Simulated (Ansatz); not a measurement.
# Four-centre ligand exchange

Start structure (ZnH2BrCl, closed shell), relaxed at PBE0-D4/def2-TZVP:

```
atom    x (Å)    y (Å)    z (Å)
 Zn1  -0.6493  -0.7568  -0.3692
 Br2   0.8353  -1.4002  -1.8968
 Cl3  -2.1293  -0.2495   1.0198
  H4   1.2384   1.1142   0.3752
  H5   0.7049   1.2922   0.8710
```

The step: ZnBrCl + H₂ → ZnHCl ([Cl][ZnH]) + HBr; bonds formed: Zn1–H5, Br2–H4; bonds broken: Zn1–Br2, H4–H5. Program: Ansatz 0.2.0. Basis: def2-TZVPP and def2-QZVPP. Cores are frozen in the correlated methods. The 3s and 3p shells of Cu and Zn are frozen; filled d shells are correlated. The def2 sets are not built for correlating such inner shells, so the correlated values are less sure here. Extrapolation: Hartree–Fock as exp(−7.88 √X), correlation as X^−2.97. Energies below are by CCSD(T) at an estimated basis limit (MP2 extrapolated from triple and quadruple zeta, plus CCSD(T) − MP2 in triple zeta).

Task: What are the electronic barrier and the energy of the step, from the start structure to the end structure? (Judge from chemistry; the value comes from the calculation.)

Result: Computed: Barrier 1.733 eV; step energy 1.181 eV (uphill); reverse barrier, their difference, 0.552 eV. Barrier and step energy count from the start structure, the reverse barrier from the end structure.

The saddle point: One imaginary mode of 841i cm⁻¹.
```csv
pair,start (Å),saddle (Å),end (Å)
Zn1–H5,2.75,1.64,1.53
Br2–H4,3.41,1.66,1.42
Zn1–Br2,2.23,2.64,3.02
H4–H5,0.75,1.16,3.43
```

Zero-point energy (harmonic, PBE0-D4): ZPE is 0.385 eV at the start and 0.360 eV at the saddle, so the barrier goes from 1.733 to 1.708 eV.

No T1 diagnostic of these runs exceeds 0.012.

Labels in which every atom is bracketed show which atoms are joined, not bond orders.

For scale, one of the runs: CCSD(T)/def2-TZVPP, 182 basis functions, launched by `ansatz run in.yaml --threads 4 --pin off --events-out ev --progress --plain --max-ram 9574MiB`. The run took 40 s on 4 CPU threads of an Arm Neoverse V2 (shared host), with 1.7 GiB of host memory at its peak.
